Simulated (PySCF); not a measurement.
# Te²⁺: excitation energy

Te²⁺ [Kr] 4d10 5s2 5p2 (3P) → Te²⁺ [Kr] 4d10 5s1 5p3 (5S), as a difference of total energies. Computed with PySCF 2.14 in aug-cc-pwCVDZ-PP with ECP28MDF (6s5p4d1f, 48 functions), with scalar relativity through the core potential. Correlated levels: valence and next inner shell: nothing frozen outside the core potential. The calculations carry no spin-orbit coupling.

```csv
method,excitation energy (eV)
UHF,5.392
MP2 (valence and next inner shell),6.962
SCS-MP2 (valence and next inner shell),7.124
CCSD (valence and next inner shell),6.877
CCSD(T) (valence and next inner shell),6.930
```

How much does correlation contribute at CCSD(T) (valence and next inner shell)?

6.930 − (5.392) = 1.538 eV, measured against UHF.
